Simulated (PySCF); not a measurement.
A PySCF script (with the pyscf-properties extension) for the NMR shieldings of SMILES C=CC1=C(C)PCC1, C$_{7}$H$_{11}$P, on a GFN2-xTB geometry:

```python
import basis_set_exchange as bse
import numpy as np
from pyscf import gto, dft
from pyscf.prop import nmr

atoms = """
C     2.666829   -0.592994   -0.454521
C     1.720187    0.274771   -0.107172
C     0.308579   -0.024662    0.004014
C    -0.659836    0.891081    0.191057
C    -0.534379    2.371736    0.326718
P    -2.347810    0.171086    0.279685
C    -1.592157   -1.520274    0.433523
C    -0.179522   -1.445098   -0.145603
H     3.699462   -0.295857   -0.521860
H     2.455558   -1.621689   -0.690158
H     2.006560    1.295689    0.107947
H    -0.924045    2.685507    1.295908
H    -1.137178    2.862218   -0.439071
H     0.492563    2.714608    0.231600
H    -2.510235    0.123329   -1.120517
H    -2.213692   -2.274292   -0.050672
H    -1.553128   -1.757485    1.501422
H    -0.190093   -1.699668   -1.210349
H     0.482531   -2.148756    0.360588
"""
names = dict.fromkeys(["C", "P", "H"], "pcSseg-1")
basis = {el: gto.basis.parse(bse.get_basis(n, elements=[el], fmt="nwchem")) for el, n in names.items()}
mol = gto.M(atom=atoms, basis=basis, charge=0, verbose=0)
mf = dft.RKS(mol, xc="PBE0")
mf.grids.level = 2
mf.grids.alignment = dft.numint.BLKSIZE   # the property module wants whole blocks of grid points
mf.conv_tol = 1e-9
mf.kernel()

calc = nmr.RKS(mf)   # GIAO
C = mf.mo_coeff
Co = C[:, mf.mo_occ > 0]
resp = mf.gen_response(singlet=True, hermi=2)
def vind(x):   # induced exchange potential for any number of trial vectors
    d = np.einsum("pi,xij,qj->xpq", C, 2 * x.reshape(-1, C.shape[1], Co.shape[1]), Co, optimize=True)
    return np.einsum("xpq,pi,qj->xij", resp(d - d.transpose(0, 2, 1)), C, Co, optimize=True).ravel()
mo1, _ = nmr.rhf.solve_mo1(calc, with_cphf=vind)
sigma = calc.kernel(mo1)
for i, s in enumerate(sigma):   # ppm
    print("%2d %-2s %9.2f" % (i, mol.atom_pure_symbol(i), np.trace(s) / 3))
```

Q: Give the expected output.

A: 
```
 0 C      66.46
 1 C      49.37
 2 C      35.13
 3 C      40.16
 4 C     167.95
 5 P     377.95
 6 C     164.16
 7 C     144.94
 8 H      26.27
 9 H      26.28
10 H      24.68
11 H      29.54
12 H      29.84
13 H      29.18
14 H      27.54
15 H      29.88
16 H      29.93
17 H      28.89
18 H      28.79
```

These numbers come from an equivalent density-fitted implementation of the same equations, which agrees with the script to about 0.01 ppm for H and up to a few tenths of a ppm for heavy atoms, so last digits may differ.

Size and cost of the density-fitted run: 198 basis functions, 33 s wall time on 1 thread of an Arm Neoverse V2, shared host.
